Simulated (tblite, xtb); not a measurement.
HO2 (SMILES [O-]O), charge -1, singlet, geometry from GFN2-xTB. Base run: GFN1-xTB in xtb.

Geometry (Å):
```xyz
3

O      0.0549     0.7809    -0.0325
O      0.0399    -0.6759    -0.0281
H     -0.7582    -0.8406     0.4847
```
Charge -1, spin multiplicity 1.
All else is at xtb's defaults.
Base energy -9.99505 Eh.

Programs used: tblite, xtb; a row that names a program was run with it.

The base run was repeated with changes; each row names its change, and settings that it needs were set with it.

```
change                                                      ΔE vs base (kJ/mol)  HOMO-LUMO gap (eV)  G_solv (kcal/mol)  SCF cycles
----------------------------------------------------------  -------------------  ------------------  -----------------  ----------
base                                                                       0.00                5.84                  -           7
program = tblite; method = gfn1; option = (--alpb, water)                -288.9                   -                  -           -
etemp = 10000                                                                 ?                   ?                  -           7
alpb = chcl3                                                                  ?                   ?                  ?           7
program = tblite; method = gfn1; option = --grad                           0.00                   -                  -           -
program = tblite; method = gfn1; option = --spin-polarized                 0.00                   -                  -           -
alpb = water                                                             -290.4                6.83             -70.62           7
etemp = 1000                                                               0.00                5.84                  -           7
acc = 30                                                                   0.00                5.84                  -           6
etemp = 5000                                                              -0.22                5.85                  -           8
acc = 1000                                                                 0.00                5.84                  -           5
```

Question: What belongs in the gaps?

Answer: 
- etemp = 10000, ΔE vs base (kJ/mol): -13.00
- etemp = 10000, HOMO-LUMO gap (eV): 6.21
- alpb = chcl3, ΔE vs base (kJ/mol): -285.6
- alpb = chcl3, HOMO-LUMO gap (eV): 6.56
- alpb = chcl3, G_solv (kcal/mol): -68.86

ALPB and GBSA are two models with their own fitted parameters for each solvent, which aren't always the measured dielectric constant.
